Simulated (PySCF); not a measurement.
B$_{3}$H$_{2}$O, AlBH$_{2}$O$_{2}$, CH$_{5}$BOSi (calculated)

Computed with PySCF 2.14.0. Calculation on a computer-drawn molecule: optimised geometry and harmonic frequencies of an isolated molecule of the commonest isotopes, restricted reference for singlets and unrestricted otherwise, frozen core in MP2.

Common to all runs: multiplicity 1.

```json
{"entry": 1, "formula": "B3H2O", "start_structure": {"atoms_angstrom": [["B", 1.1819, 1.5107, 2.5433], ["B", -0.2012, 0.658, 2.4151], ["B", -1.34, 1.019, 1.2683], ["O", -2.1262, 1.2606, 0.4713], ["H", 1.9909, 2.228, 2.6058], ["H", -0.6236, -0.3321, 3.0202]]}, "given": {"charge": 1, "method": "HF", "basis": "cc-pVDZ", "drawn_bonds_atom": [1, 2, 3, 1, 2], "drawn_bonds_other_atom": [2, 3, 4, 5, 6], "drawn_bonds_order": [1, 1, 2, 1, 1]}, "results": {"optimised_atom_element": ["B", "B", "B", "O", "H", "H"], "optimised_atom_x [angstrom]": [1.129, -0.3057, -1.45, -2.202, 2.114, -0.4044], "optimised_atom_y [angstrom]": [1.548, 0.6013, 0.995, 1.327, 2.183, -0.3094], "optimised_atom_z [angstrom]": [2.552, 2.384, 1.203, 0.3607, 2.681, 3.143], "modes_frequency [cm^-1]": [141.9, 300.7, 426.9, 588.8, 652.7, 804.1, 849.7, 890.1, 1086, 2217, 2797, 2936], "modes_reduced_mass [dalton]": [4.213, 3.466, 3.506, 1.307, 3.521, 1.705, 1.699, 2.377, 1.971, 12.18, 1.092, 1.103], "rotational_constants [GHz]": [36.26, 3.887, 3.51], "total_energy [hartree]": -149.7484, "convergence_status_largest_gradient_component [hartree/bohr]": 2.69e-05}}
{"entry": 2, "formula": "AlBH2O2", "start_structure": {"atoms_angstrom": [["O", 0.9683, -0.9696, 1.9548], ["B", 0.1737, -0.1098, 2.1568], ["Al", -1.2202, 1.4471, 2.5462], ["O", -2.6633, 1.3204, 1.6969], ["H", -0.9179, 2.6173, 3.5474], ["H", -3.4298, 1.8685, 1.6888]]}, "given": {"charge": 0, "method": "MP2", "basis": "cc-pV(D+d)Z", "drawn_bonds_atom": [1, 2, 3, 3, 4], "drawn_bonds_other_atom": [2, 3, 4, 5, 6], "drawn_bonds_order": [2, 1, 1, 1, 1]}, "results": {"optimised_atom_element": ["O", "B", "Al", "O", "H", "H"], "optimised_atom_x [angstrom]": [0.9954, 0.1717, -1.223, -2.683, -0.9454, -3.405], "optimised_atom_y [angstrom]": [-0.9831, -0.1021, 1.435, 1.286, 2.619, 1.92], "optimised_atom_z [angstrom]": [1.959, 2.161, 2.536, 1.662, 3.534, 1.739], "modes_frequency [cm^-1]": [136.0, 244.6, 336.8, 416.6, 466.5, 513.7, 590.9, 700.7, 872.4, 1899, 1999, 3926], "modes_reduced_mass [dalton]": [6.965, 3.515, 7.927, 1.238, 8.031, 1.396, 1.152, 1.355, 4.758, 12.32, 1.044, 1.067], "rotational_constants [GHz]": [21.32, 2.601, 2.318], "total_energy [hartree]": -418.1206, "convergence_status_largest_gradient_component [hartree/bohr]": 1.138e-05}}
{"entry": 3, "formula": "CH5BOSi", "start_structure": {"atoms_angstrom": [["C", -1.5986, -2.0695, 1.8477], ["B", -1.031, -1.431, 0.8052], ["Si", -0.1469, -0.4211, -0.6469], ["O", -1.2515, 0.2939, -1.6444], ["H", -1.4978, -1.832, 2.8523], ["H", -2.27, -2.9274, 1.6929], ["H", 0.7453, 0.6396, -0.0891], ["H", 0.5615, -1.1905, -1.664], ["H", -1.8504, 0.951, -1.3016]]}, "given": {"charge": 0, "method": "HF", "basis": "cc-pV(D+d)Z", "drawn_bonds_atom": [1, 2, 3, 1, 1, 3, 3, 4], "drawn_bonds_other_atom": [2, 3, 4, 5, 6, 7, 8, 9], "drawn_bonds_order": [2, 1, 1, 1, 1, 1, 1, 1]}, "results": {"rotational_constants [GHz]": null, "total_energy [hartree]": null}}
```

## Withheld values
1. Estimate the rotational constants of CH$_{5}$BOSi (entry 3).
2. CH$_{5}$BOSi (entry 3): total energy?
3. Give the table of modes values for CH$_{5}$BOSi (entry 3).

Answers
1. 16.9, 2.701, 2.436 GHz
2. -429.2468 hartree
3. 
Modes:
```csv
frequency (cm⁻¹),reduced mass (dalton)
126.9,2.725
168.3,1.132
201.1,1.78
250,1.29
370.4,4.505
513.4,2.888
548.2,1.614
738.7,1.676
808.2,1.172
861.6,1.319
871.3,2.429
935.9,1.766
974.3,1.161
1023,1.071
1392,1.188
1681,5.039
2302,1.041
2355,1.039
3288,1.063
3366,1.108
4175,1.067
```

Further results for CH$_{5}$BOSi (entry 3):

- convergence status largest gradient component: 1.46e-05 hartree/bohr

Optimised structure:
```xyz
9
CH5BOSi
C     -1.6178    -2.0869     1.8347
B     -1.0350    -1.4038     0.7769
Si    -0.1575    -0.3755    -0.7110
O     -1.2427     0.4120    -1.6747
H     -1.4953    -1.7672     2.8655
H     -2.2230    -2.9768     1.6889
H      0.7748     0.5673    -0.0494
H      0.5892    -1.2757    -1.6052
H     -1.9322     0.9196    -1.2737
```
